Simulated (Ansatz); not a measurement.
Species: trifluoromethylgermane, CH$_{3}$F$_{3}$Ge, net charge 0, singlet state. 
Geometry from a B3LYP-D3(BJ)/def2-TZVP (Ansatz, an electronic-structure program) optimisation:
```
C
F 1 1.3530
F 1 1.3530 2 106.86
F 1 1.3530 2 106.86 3 114.11
Ge 1 2.0176 2 111.97 3 -122.95
H 5 1.5312 1 107.04 2 60.00
H 5 1.5312 6 111.79 1 -116.91
H 5 1.5312 6 111.79 7 -126.18
```

Wanted: atomisation energy (electronic, to ground-state atoms), in kcal/mol. Correlated levels leave the core frozen unless marked. UHF or UKS for open shells. No spin-orbit coupling. Frozen are the shells of the preceding noble gas and the d and f shells that filled before the atom's block. No relativistic terms. The coupled-cluster limit lacks core correlation, which all-electron functionals hold. Basis-set limits of correlation are two-point, X^-3; Hartree-Fock from the larger set.

```
level           program  atomisation energy (kcal/mol)
--------------  -------  -----------------------------
HF/aug-cc-pVTZ   Ansatz                          431.5
```

What does CCSD(T)/CBS(aug-cc-pVTZ,aug-cc-pVQZ) (Ansatz) give?

630.9 kcal/mol, so HF/aug-cc-pVTZ differs from it by -199.4 kcal/mol.
